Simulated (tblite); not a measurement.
Computed with GFN2-xTB (tblite): harmonic, unscaled wavenumbers at the GFN2-xTB geometry, gas phase. Against measured fundamentals such values can be off by several per cent, at times by over 20. Modes of hydrogen on sulfur can be 10 to 20 % off. One conformer each. Open shells enter through the occupations alone, without spin polarisation, and single modes of such species can be off by tens of per cent. Thermal functions are those of the rigid rotor and harmonic oscillator, without mixing of conformers.

Task: Order these by their heat capacity Cp at 298.15 K, highest first (cal/(mol K)).
A. `C1(CCC1)[C](Cl)Cl` [radical]
B. `COC(C)(C)[S+]C` [radical]
C. `C(C(C)(C)CO)[SH+]` [radical]
D. `CCC1(CC)CS(=O)(C[C@H](OC)C1)=O`
E. `c1ncc([C]2CC2)o1` [radical]

Result: D (63.2), B (38.6), C (36.8), A (28.1), E (27.5).

| SMILES | atoms | mass (u) | symmetry number | modes under 300 cm⁻¹ | ZPE (kcal/mol) | S translation (cal/(mol K)) | S rotation | S vibration | S spin | S | Cp |
| --- | --- | --- | --- | --- | --- | --- | --- | --- | --- | --- | --- |
| CCC1(CC)C[C@@H](OC)CS(=O)(=O)C1 | 34 | 220.11 | 1 | 15 | 182.6 | 42.1 | 32.1 | 51.2 | 0.0 | 125.4 | 63.2 |
| COC(C)(C)[S+]C | 19 | 120.06 | 1 | 10 | 99.5 | 40.3 | 28.2 | 29.7 | 1.4 | 99.6 | 38.6 |
| CC(C)(CO)C[SH+] | 19 | 120.06 | 1 | 6 | 100.2 | 40.3 | 28.1 | 22.7 | 1.4 | 92.5 | 36.8 |
| Cl[C](Cl)C1CCC1 | 14 | 136.99 | 1 | 5 | 66.7 | 40.7 | 28.9 | 19.9 | 1.4 | 90.9 | 28.1 |
| c1ncc([C]2CC2)o1 | 14 | 108.04 | 1 | 4 | 65.5 | 40.0 | 27.8 | 14.8 | 1.4 | 83.9 | 27.5 |

Entropies and Cp are for 298.15 K and 1 bar.
